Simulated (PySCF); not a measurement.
Checking a proposed structure

A compound C₄H₉NO₂Si gives the data below (simulated from a calculation) and was assigned the structure `C=NC(=C)O[SiH2]OC`.

13C{1H} NMR (computed): δ 173.6 (C), 152.8 (CH), 103.0 (CH2), 27.6 (CH2).

1H NMR (500 MHz, computed): δ 6.55 (m, 1H), 5.93 (m, 1H), 5.10 (t, 2H), 4.60 (br, 1H), 4.60 (m, 1H), 4.49 (br, 1H), 1.88 (t, 2H).

- GFN2-xTB structure
- PBE0/pcSseg-1 with gauge-including orbitals
- program: PySCF
- fast rotation and ring inversion assumed for equivalent nuclei, no solvent model, one conformer, no relativistic terms

δ = σ(ref) − σ, references computed at the same level: 1H (σref 31.72) and 13C (σref 186.93) vs TMS.

(1) Compare with the shifts computed for the proposed structure, pairing carbons in order of shift.

(2) Which isomer fits?

## Answers

(1) Mapped SMILES: `[CH2:1]=[N:2][C:3](=[CH2:4])[O:5][SiH2:6][O:7][CH3:8]`; H(Xn) means a hydrogen on atom n.

```csv
atom,computed for proposal,given list,difference
C3,169.7,173.6,-3.9
C1,153.7,152.8,+0.9
C4,79.3,103.0,-23.7
C8,50.4,27.6,+22.8
```

The rms difference is 16.6 ppm and the largest -23.7 ppm at C4 (β carbon of an enol-ether or enamine type C=C). The carbon types in order of shift don't match either: C, CH2, CH2, CH3 for the proposal against C, CH, CH2, CH2 in the data. The proposal doesn't fit.

(2) SMILES O(C=C)[SiH2]CC(N)=O.

Carbon types of the structure: 1 × C, 1 × CH, 2 × CH2, leaving 4 H on heteroatoms. δC 173.6: amide carbonyl carbon; it is a carbonyl in resonance with an O or N lone pair, the region of acids, esters and amides. δC 152.8: alkene carbon bearing oxygen; an sp2 carbon further deshielded by the attached heteroatom. δC 103.0: β carbon of an enol-ether or enamine type C=C; the O or N lone pair pushes π density onto this β carbon and shields it. δH 5.93, 4.60: hydrogen on a β carbon of an enol-ether or enamine type C=C.

Other isomers checked: C=N[SiH]1OCCCO1 (rms 46.5 ppm); [H]/N=C\[SiH]1OCCCO1 (rms 46.8 ppm).

The data come from this structure; uniqueness wasn't tested.

OH and NH positions are those of a molecule without intermolecular hydrogen bonds; in solution they move with solvent, concentration and temperature, and exchange usually removes their couplings. The two substituents on the amide-type nitrogen aren't averaged: C–N rotation is slow on the NMR time scale. Shifts are as computed. Against solution values, carbons near 30 ppm lie about +3 ppm off and those near 130 ppm about +5 ppm. Of 1211 compounds with measured shifts, 218 miss one by over three times the rms of a fit or turn the order of signals round; such compounds aren't used in these exercises. Hydrogen bonding in solution deshields acid and N–H amide carbonyl carbons by as much as 10 ppm beyond these values. Multiplicities follow the n + 1 count of equivalent neighbours, as no J values were calculated; m marks all less simple cases, F and P coupling included.
